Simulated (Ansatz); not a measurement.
The cluster Na8H7⁺, relaxed as a singlet with RKS PBE0-D4/def2-SVP in Ansatz, starting from the GFN1-xTB geometry. Force threshold 0.02 eV/Å.

The structure comes from a short search, and lower isomers may exist.

Start:

```xyz
15

Na   -2.222   -0.885   -4.246
Na    1.967    2.551    3.129
Na   -1.235   -3.331   -1.285
Na    0.507   -2.414    1.876
Na   -1.247    2.021   -3.260
Na    2.054   -0.697    4.434
Na   -0.679   -0.465   -1.205
Na    0.414    2.689   -0.090
H     2.341    1.176    4.369
H    -0.332   -2.145    0.089
H    -0.444    1.550   -1.477
H    -1.655   -2.000   -2.704
H    -2.085    0.983   -4.613
H     1.347   -2.242    3.518
H     1.268    3.209    1.465
```

```tsv
step	energy (eV)	largest force component (eV/Å)	SCF passes
1	-35404.8238	0.627	11
2	-35405.2166	0.210	14
3	-35405.3250	0.327	15
4	-35405.3812	0.097	16
5	-35405.3937	0.057	15
6	-35405.4053	0.036	15
7	-35405.4196	0.082	15
8	-35405.4403	0.102	15
9 (rejected)	-35405.4392	0.228	15
10	-35405.4535	0.034	15
11	-35405.4572	0.031	15
14	-35405.4612	0.044	15
17	-35405.5239	0.098	15
20	-35405.6235	0.103	15
23	-35405.6596	0.079	15
26	-35405.6759	0.063	15
29	-35405.7028	0.059	15
32	-35405.8181	0.134	16
35	-35406.1182	0.226	15
38	-35406.2176	0.134	16
41	-35406.2368	0.071	15
44	-35406.2397	0.067	11
47	-35406.2408	0.014	10
```

Force components are those of the run's own axes.

End:

```xyz
15

Na   -2.147   -2.135   -3.666
Na    2.157    2.133    3.661
Na   -0.310   -2.370    0.188
Na    0.921    0.029    1.885
Na   -1.608    2.014   -3.998
Na    1.617   -2.017    3.991
Na   -0.930   -0.027   -1.880
Na    0.307    2.370   -0.186
H     1.952    0.061    3.965
H    -0.009    0.004    0.005
H    -0.669    2.252   -2.144
H    -1.262   -2.312   -1.779
H    -1.949   -0.063   -3.969
H     0.667   -2.253    2.144
H     1.262    2.314    1.782
```

Bonds formed: Na3–H14, Na4–H9, Na4–H15, Na7–H13 (atoms count from 1). Metal–metal contacts that move far: Na2–Na4 5.33 to 3.02 Å, Na4–Na8 5.47 to 3.19 Å, Na1–Na5 3.22 to 4.20 Å, Na2–Na8 3.58 to 4.28 Å, Na2–Na6 3.50 to 4.20 Å, Na5–Na8 3.64 to 4.28 Å.

The force fell under the threshold at step 12, but the optimiser went on and released 0.782 eV more. No frequencies were taken in this run, so the end may be a saddle point.

Hardware: 4 threads of Arm Neoverse V2 on a shared host. Wall time 2.8 min.
